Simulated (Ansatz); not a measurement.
Isolated molecules relaxed with PBE0-D4/def2-TZVP in Ansatz; ΔE leaves out vibrations. CBS: MP2 limit from def2 TZ/QZ plus the TZ coupled-cluster correction, frozen cores. DFT in def2-TZVPP. Each species was taken in one conformer, which may not be the lowest.

Reaction (redistribution): `CCBC[SiH3]` + `C[SiH2]O[SiH2]F` → `F[SiH2]BC[SiH3]` + `CCO[SiH2]C`

| level | ΔE (kJ/mol) |
| --- | --- |
| ωB97M-V | 235.0 |
| PBE | 209.5 |
| PBE0 | 220.5 |
| SCS-MP2/def2-TZVPP | 241.7 |
| CCSD/def2-TZVPP | 236.1 |
| MP2/def2-QZVPP | 248.4 |
| HF/CBS(def2) | 248.8 |
| CCSD/CBS(def2) | 239.0 |

Problem. What does CCSD(T)/CBS give? (Estimate.)

Solution. The calculation gave: +236.3 kJ/mol. The listed levels differ from it by -1.3, -26.8, -15.8, 5.4, -0.2, 12.1, 12.5, 2.7 kJ/mol.

Largest T1 diagnostic among the species: 0.012.

From PBE to PBE0 (25 % exact exchange), in def2-TZVPP and without D4, ΔE moves by +11.0 kJ/mol.

CCSD(T)/CBS has its own doubt, a few kJ/mol and more with outer-core shells, so smaller differences from it don't rank the levels.
